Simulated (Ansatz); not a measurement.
Geometry optimisation, Ansatz 0.2.0, RKS PBE0-D4/cc-pVDZ.

Input:

```yaml
crystal:
  periodic: [false, false, false]
  atoms:
    - { symbol: Al, position_ang: [-0.14017, 0.415896, -0.409824] }
    - { symbol: Cl, position_ang: [0.01335, 0.157027, 3.00215] }
    - { symbol: H, position_ang: [1.220572, -0.250784, -0.837538] }
    - { symbol: O, position_ang: [-1.723752, -0.15586, -0.752395] }
    - { symbol: H, position_ang: [-1.875859, -1.013919, -1.158655] }
    - { symbol: F, position_ang: [-0.095505, 1.921459, 0.369373] }
    - { symbol: H, position_ang: [-0.075237, 1.350081, 2.406189] }
basis:
  gaussian: { orbitals: cc-pVDZ }
hamiltonian:
  xc: pbe0
  dispersion: d4
relax:
  f_tol: 0.03
  max_steps: 50
```

Launched with:

```bash
$ ansatz run input.yaml --threads 2 --pin off --max-ram 3072MiB --backend cpu --events-out ev --progress --plain --runs-dir out
```

**Question.** Where does it end, and by what steps?

**Answer.** It converged. After 7 steps the energy has fallen by 0.145 eV; Cl2 moved furthest, 0.54 Å. Joined: Al1–Cl2 (3.43 → 2.66 Å).

```json
{"step": "0", "energy less start (eV)": "0.0000", "largest force component (eV/Å)": "0.916", "accepted": "yes"}
{"step": "1", "energy less start (eV)": "-0.0636", "largest force component (eV/Å)": "0.401", "accepted": "yes"}
{"step": "2", "energy less start (eV)": "-0.1218", "largest force component (eV/Å)": "0.244", "accepted": "yes"}
{"step": "3", "energy less start (eV)": "-0.1400", "largest force component (eV/Å)": "0.166", "accepted": "yes"}
{"step": "4", "energy less start (eV)": "-0.1437", "largest force component (eV/Å)": "0.075", "accepted": "yes"}
{"step": "5", "energy less start (eV)": "-0.1447", "largest force component (eV/Å)": "0.047", "accepted": "yes"}
{"step": "6", "energy less start (eV)": "-0.1450", "largest force component (eV/Å)": "0.034", "accepted": "yes"}
{"step": "7", "energy less start (eV)": "-0.1453", "largest force component (eV/Å)": "0.022", "accepted": "yes"}
```

```xyz
7
Properties=species:S:1:pos:R:3
Al -0.124 0.395 -0.155
Cl -0.043 0.047 2.479
H 1.242 -0.231 -0.631
O -1.703 -0.136 -0.595
H -1.844 -0.975 -1.040
F -0.106 2.011 0.453
H -0.098 1.313 2.109
```

Run time: 21 s on 2 threads of Intel(R) Xeon(R) Platinum 8259CL CPU @ 2.50GHz (Skylake/Cascade Lake) (shared host), peak memory 0.18 GiB.
